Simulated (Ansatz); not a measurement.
Reactions of trichlorosilane.

Computed with Ansatz on PBE0-D4/def2-TZVP structures; ΔE is electronic, products minus reactants. CCSD(T)/CBS adds triple-zeta CCSD(T) − MP2 to the extrapolated MP2 energy (def2 sets, frozen cores). Small cases extrapolate CCSD(T) itself. DFT in def2-TZVPP. B3LYP here is the variant with VWN-RPA as its local correlation; programs differ in this. Open shells (•) are unrestricted, without spin–orbit coupling. Spin–orbit coupling would lower the free atoms: a little for Cl. For Ge outer-core shells are correlated without core-valence functions, so the limit isn't a true one: a few kJ/mol of doubt a bond, and 10 to 20 or more in all where bonds break to atoms. Scalar relativity is left out up to krypton. One conformer a species, not always the lowest.

```
                                                      reaction  CCSD(T)/CBS(def2) (kJ/mol)
            `Cl[SiH](Cl)Cl` + `[CH3]`• → `Cl[Si](Cl)Cl`• + CH₄                           ?
      `Cl[SiH](Cl)Cl` + `N[SiH3]` → `[SiH3]N[SiH](Cl)Cl` + HCl                           ?
`Cl[SiH](Cl)Cl` + `N[SiH](F)F` → `F[SiH](F)N[SiH](Cl)Cl` + HCl                          24
 `Cl[SiH](Cl)Cl` + `[OH][GeH3]` → `Cl[SiH](Cl)[O][GeH3]` + HCl                         -40
                  `Cl[SiH](Cl)Cl` + NH₃ → `N[SiH](Cl)Cl` + HCl                           ?
                          `Cl[SiH](Cl)Cl` → Cl• + `Cl[SiH]Cl`•                         476
                            `Cl[SiH](Cl)Cl` → `Cl[Si]Cl` + HCl                         246
                 `Cl[SiH](Cl)Cl` + Cl• → `Cl[Si](Cl)Cl`• + HCl                         -41
                             `Cl[SiH](Cl)Cl` → Cl₂ + `[SiH]Cl`                         569
                  `Cl[SiH](Cl)Cl` + H₂S → `S[SiH](Cl)Cl` + HCl                          36
```

Question: Fill in the missing values. (Estimate.)

Answer: The calculation gave: `Cl[SiH](Cl)Cl` + `[CH3]`• → `Cl[Si](Cl)Cl`• + CH₄: -62.4 kJ/mol; `Cl[SiH](Cl)Cl` + `N[SiH3]` → `[SiH3]N[SiH](Cl)Cl` + HCl: +15.8 kJ/mol; `Cl[SiH](Cl)Cl` + NH₃ → `N[SiH](Cl)Cl` + HCl: +29.7 kJ/mol.

Largest T1 diagnostic: 0.013, for `[SiH]Cl`.

Extrapolated directly: `Cl[SiH](Cl)Cl` → `Cl[Si]Cl` + HCl; `Cl[SiH](Cl)Cl` → Cl₂ + `[SiH]Cl`.
